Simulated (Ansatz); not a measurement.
`CC[O][GeH3]` and `CCO[SiH2]P` differ in one atom or group.

Ansatz, PBE0-D4/def2-TZVP geometries, multiplicity 1. Each molecule was computed in one conformer, which needn't be the lowest.

Scalar relativity is left out up to krypton.

| property | `CC[O][GeH3]` |
| --- | --- |
| HOMO–LUMO gap (B3LYP/def2-TZVPP) / eV | 7.58 |
| LUMO energy (PBE/def2-TZVPP) / eV | -0.50 |
| HOMO energy (PBE/def2-TZVPP) / eV | -6.15 |
| HOMO–LUMO gap (PBE/def2-TZVPP) / eV | 5.65 |
| LUMO energy (B3LYP/def2-TZVPP) / eV | 0.11 |
| HOMO energy (ωB97M-V/def2-TZVPP) / eV | -10.08 |

Problem. What does the change do to each property? (An estimate is asked.)

Solution. Computed: 
```tsv
property	`CCO[SiH2]P`	shift
HOMO–LUMO gap (B3LYP/def2-TZVPP) / eV	7.58	0.00
LUMO energy (PBE/def2-TZVPP) / eV	-0.48	0.02
HOMO energy (PBE/def2-TZVPP) / eV	-6.49	-0.34
HOMO–LUMO gap (PBE/def2-TZVPP) / eV	6.02	0.37
LUMO energy (B3LYP/def2-TZVPP) / eV	0.20	0.09
HOMO energy (ωB97M-V/def2-TZVPP) / eV	-9.72	0.36
```

B3LYP here is the variant with VWN-RPA as its local correlation; programs differ in this.
